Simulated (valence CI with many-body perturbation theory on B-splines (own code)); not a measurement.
Si9+: electric-dipole lines

Computed by valence CI with perturbative core correlation (CI+MBPT): three valence electrons over a frozen Dirac-Fock core [He], a basis of 11 s, 11 p, 9 d, 7 f, 5 g, 2 h, 1 i functions for each j, with the one-electron correlation potential Σ1, the two-electron term Σ2, the three-electron term Σ3, Breit, model QED; selected CI, second order for the rest, scaled by the run's own slope (own B-spline code, finite nucleus).

No measured spectrum was set against this ion. As an estimate, levels of excited configurations hold to 0.05 to 0.15 % of their energy, terms of the ground configuration to about 0.5 %.

Lines 101 to 150 of 261 in falling wavelength, among levels below 2327400 cm⁻¹, chosen from the strongest by gf and those to the six lowest levels. Wavelengths and rates use the calculated energies, so an error of 300 cm⁻¹ moves a line at 278.1 Å by 0.083 % and its rate by three times that or more. Electric multipoles are in the length gauge, E1 and E2 with the static RPA response of the core. Weak lines are less certain than strong ones. Lines between different terms over intervals too small for the method are left out, as are lines whose strength nearly cancels. The highest levels of a list are the least certain.

Letters in brackets count levels of one name in rising energy.

```csv
λ vac (Å),Upper,Lower,A (s⁻¹),S (a.u.) with core polarisation,S without
278.1,2p3 2P°_3/2,2s.2p2 2D_5/2,6.17e+09,2.62e-01,2.64e-01
278.1,2p3 2P°_3/2,2s.2p2 2D_3/2,9.07e+08,3.85e-02,3.87e-02
277.1,2s.2p2 2S_1/2,2s2.2p 2P°_3/2,4.04e+09,8.48e-02,8.53e-02
271.8,2s.2p2 2S_1/2,2s2.2p 2P°_1/2,5.15e+09,1.02e-01,1.03e-01
260.9,2s.2p2 2P_1/2,2s2.2p 2P°_3/2,7.65e+09,1.34e-01,1.35e-01
258.2,2s.2p2 2P_3/2,2s2.2p 2P°_3/2,1.44e+10,4.91e-01,4.94e-01
256.2,2s.2p2 2P_1/2,2s2.2p 2P°_1/2,9.21e+09,1.53e-01,1.54e-01
253.7,2s.2p2 2P_3/2,2s2.2p 2P°_1/2,2.80e+09,9.01e-02,9.07e-02
244.7,2p3 2D°_5/2,2s.2p2 4P_5/2,1.00e+07,4.35e-04,4.38e-04
242.6,2p3 2D°_3/2,2s.2p2 4P_3/2,3.94e+06,1.11e-04,1.12e-04
208.1,2p3 2P°_3/2,2s.2p2 4P_5/2,2.18e+06,3.88e-05,3.90e-05
206.5,2p3 2P°_3/2,2s.2p2 4P_3/2,5.26e+06,9.15e-05,9.20e-05
61.94,2s2.3p 2P°_1/2,2s.2p2 2D_3/2,1.21e+10,2.83e-03,2.81e-03
61.86,2s2.3p 2P°_3/2,2s.2p2 2D_3/2,1.14e+09,5.31e-04,5.27e-04
59.54,2p2.3s 2P_3/2,2p3 2P°_3/2,6.75e+10,2.81e-02,2.80e-02
58.66,2s.2p.3s 4P°_1/2,2s.2p2 2D_3/2,7.46e+07,1.49e-05,1.47e-05
58.58,2s.2p.3s 4P°_3/2,2s.2p2 2D_3/2,6.67e+07,2.65e-05,2.63e-05
57.37,2s.2p.3s 2P°_1/2 [a],2s.2p2 2D_3/2,1.05e+11,1.96e-02,1.94e-02
57.22,2p2.3s 2P_1/2,2p3 2D°_3/2,1.13e+11,2.09e-02,2.07e-02
57.21,2s.2p.3s 2P°_3/2 [a],2s.2p2 2D_5/2,9.89e+10,3.66e-02,3.63e-02
57.21,2s.2p.3s 2P°_3/2 [a],2s.2p2 2D_3/2,1.05e+10,3.88e-03,3.85e-03
57.09,2p2.3s 2P_3/2,2p3 2D°_5/2,1.04e+11,3.83e-02,3.80e-02
56.81,2s.2p.3d 2D°_5/2 [a],2s.2p2 2P_3/2,9.16e+10,4.97e-02,4.99e-02
56.71,2s.2p.3d 2D°_3/2 [a],2s.2p2 2P_1/2,1.02e+11,3.68e-02,3.69e-02
56.68,2s.2p.3s 2P°_3/2 [b],2s.2p2 2P_3/2,1.09e+11,3.92e-02,3.90e-02
56.56,2s.2p.3s 2P°_1/2 [b],2s.2p2 2P_1/2,1.01e+11,1.81e-02,1.80e-02
56.32,2p2.3s 4P_1/2,2p3 4S°_3/2,1.01e+11,1.78e-02,1.77e-02
56.24,2p2.3s 4P_3/2,2p3 4S°_3/2,1.02e+11,3.58e-02,3.57e-02
56.12,2p2.3s 4P_5/2,2p3 4S°_3/2,1.04e+11,5.43e-02,5.40e-02
55.85,2s.2p.3s 2P°_3/2 [b],2s.2p2 2S_1/2,6.61e+10,2.27e-02,2.27e-02
55.41,2s.2p.3d 2P°_3/2 [a],2s.2p2 2P_3/2,8.30e+10,2.79e-02,2.80e-02
55.21,2s.2p.3d 2P°_1/2 [a],2s.2p2 2P_1/2,1.48e+11,2.46e-02,2.47e-02
55.10,2s2.3s 2S_1/2,2s2.2p 2P°_3/2,1.10e+11,1.81e-02,1.79e-02
54.89,2s2.3s 2S_1/2,2s2.2p 2P°_1/2,5.40e+10,8.82e-03,8.74e-03
54.70,2s.2p.3s 4P°_3/2,2s.2p2 4P_5/2,8.79e+10,2.84e-02,2.82e-02
54.66,2s.2p.3s 4P°_1/2,2s.2p2 4P_3/2,1.62e+11,2.60e-02,2.59e-02
54.61,2s.2p.3d 2P°_3/2 [a],2s.2p2 2S_1/2,6.03e+11,1.94e-01,1.94e-01
54.60,2s.2p.3s 4P°_3/2,2s.2p2 4P_3/2,2.56e+10,8.22e-03,8.17e-03
54.59,2s.2p.3s 4P°_1/2,2s.2p2 4P_1/2,3.26e+10,5.24e-03,5.21e-03
54.57,2s.2p.3s 4P°_5/2,2s.2p2 4P_5/2,1.38e+11,6.62e-02,6.58e-02
54.53,2s.2p.3d 2P°_1/2 [a],2s.2p2 2S_1/2,5.21e+11,8.34e-02,8.37e-02
54.52,2s.2p.3s 4P°_3/2,2s.2p2 4P_1/2,8.16e+10,2.61e-02,2.60e-02
54.47,2s.2p.3s 4P°_5/2,2s.2p2 4P_3/2,5.98e+10,2.86e-02,2.84e-02
54.25,2s.2p.3d 4F°_3/2,2s.2p2 2D_3/2,2.42e+09,7.63e-04,7.65e-04
54.21,2s.2p.3d 4F°_5/2,2s.2p2 2D_3/2,1.62e+08,7.66e-05,7.67e-05
53.68,2s.2p.3d 4D°_1/2,2s.2p2 2D_3/2,3.86e+08,5.90e-05,5.89e-05
53.68,2s.2p.3d 4D°_3/2,2s.2p2 2D_3/2,1.71e+10,5.21e-03,5.22e-03
53.67,2s.2p.3d 4D°_5/2,2s.2p2 2D_5/2,4.65e+10,2.13e-02,2.13e-02
53.67,2s.2p.3d 4D°_5/2,2s.2p2 2D_3/2,5.88e+09,2.69e-03,2.70e-03
53.60,2s.2p.3d 2D°_3/2 [a],2s.2p2 2D_3/2,3.43e+11,1.04e-01,1.05e-01
```
